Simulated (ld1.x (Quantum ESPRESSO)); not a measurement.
Cutoff test, N (Z = 7), TM

- Element: N
- Generator: ld1.x (Quantum ESPRESSO) 7.5
- Type: norm-conserving Troullier–Martins (Kleinman–Bylander form)
- Functional: PBE
- Relativity: scalar-relativistic
- Frozen core: [He]
- Valence charge: 5
- Reference configuration: 2s2 2p2 (charge +1)
- Partial waves: 2s (bound): rc 1.05 bohr; 3d channel at 0.4 Ry: rc 0.95 bohr; 2p (bound): rc 1.20 bohr
- Local potential: the p channel
- Core correction: Bessel-smoothed model core, default radius (core density twice the valence density)

The pseudo-atom Hamiltonian at the reference potential is diagonalised in spherical Bessel functions j_l(qr) that vanish at 20 bohr, with q² up to the cutoff. All-electron valence levels (Ry): 2s -2.3859, 2p -1.5206.

Problem. How do the lowest levels (Ry) of each channel move with the cutoff, and are there ghosts?

Solution.

| cutoff (Ry) | s #1 | s #2 | d #1 | p #1 | f #1 | Σ f·Δε (mRy) |
| --- | --- | --- | --- | --- | --- | --- |
| 8 | -2.2748 | -0.4006 | -0.1396 | -0.8868 | -0.0423 | 1490.0 |
| 15 | -2.2845 | -0.4016 | -0.1401 | -1.1263 | -0.0423 | 991.5 |
| 25 | -2.3333 | -0.4066 | -0.1403 | -1.3132 | -0.0423 | 520.3 |
| 40 | -2.3762 | -0.4112 | -0.1403 | -1.4505 | -0.0423 | 159.7 |
| 60 | -2.3832 | -0.4119 | -0.1404 | -1.5102 | -0.0423 | 26.2 |
| 90 | -2.3842 | -0.4120 | -0.1404 | -1.5202 | -0.0423 | 4.3 |
| 120 | -2.3856 | -0.4122 | -0.1404 | -1.5204 | -0.0423 | 1.2 |
| 180 | -2.3859 | -0.4123 | -0.1404 | -1.5206 | -0.0423 | 0.2 |
| 400 | -2.3860 | -0.4123 | -0.1404 | -1.5206 | -0.0423 | 0.0 |

Result: no extra level below or beside the all-electron valence levels (s, d, p, f tested); 10 mRy is reached at 80 Ry and 1 mRy at 140 Ry.

Its largest configuration-test error is +351 meV.
